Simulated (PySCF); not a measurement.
Species: C6H9O2 (doublet state).
Atom-mapped SMILES: `[CH3:1][CH2:2]/[C:3]([CH3:4])=[C:5]\[O:6][CH:7]=[O:8]` (hydrogens: H9, H10, H11 on C1; H12, H13 on C2; H14, H15, H16 on C4; H17 on C7)

Structure used (GFN2-xTB), in Å, numbered top down from 1:
```xyz
17
C6H9O2 angstrom
C     -1.111    1.365    0.436
C     -0.658    0.572   -0.785
C     -0.105   -0.788   -0.362
C     -1.127   -1.850   -0.082
C      1.174   -1.014   -0.292
O      2.344   -0.410   -0.413
C      2.764    0.505    0.475
O      2.129    0.952    1.391
H     -0.278    1.501    1.123
H     -1.915    0.853    0.958
H     -1.471    2.345    0.127
H      0.114    1.132   -1.315
H     -1.497    0.407   -1.464
H     -0.650   -2.779    0.214
H     -1.734   -2.027   -0.969
H     -1.788   -1.524    0.719
H      3.802    0.772    0.228
```

The hyperfine couplings belong to this conformer and change with its torsions.

Theory: UKS B3LYP, pcH-1 on C H O, non-relativistic, mean-field spin-orbit, GIAO in PySCF 2.14.0. Geometry: GFN2-xTB, one conformer, isolated molecule. Couplings are sensitive to structure, and on GFN2-xTB geometries they can be far from those on DFT ones. No stability test was run, so a lower SCF solution isn't excluded.

**Question.** The isotropic 17O couplings are -72.7, -3.4 MHz. Assign them to O6; O8.

**Answer.** 
```json
{"site": "O6", "a_iso (MHz)": "-72.7", "ρ(0) (bohr⁻³)": "+0.1199", "position": "1 bond from C5", "distance from C5 (Å)": "1.32", "spin population": "+0.03", "largest |T| (MHz)": "24.4"}
{"site": "O8", "a_iso (MHz)": "-3.4", "ρ(0) (bohr⁻³)": "+0.0056", "position": "3 bonds from C5", "distance from C5 (Å)": "2.76", "spin population": "+0.05", "largest |T| (MHz)": "17.3"}
```

ρ(0) is the spin density at the nucleus and T the dipolar tensor; entries for several nuclei are means. The Mulliken spin populations are largest on C5 (+0.93), C3 (-0.13) and C2 (+0.07). C5 is the only atom above +0.15.

Nuclei that the bonding pattern makes equivalent are averaged, as if the motion that swaps them (rotation, inversion, ring flip) were fast. The three 1H nuclei of mean -6.0 MHz run from -9.5 to -2.7 MHz in the frozen geometry. The three 1H nuclei of mean +3.1 MHz run from 0.8 to 7.2 MHz in the frozen geometry. The 1H value of -1.3 MHz is a mean of couplings from -4.4 to 1.8 MHz in this one geometry, not an average over conformers.
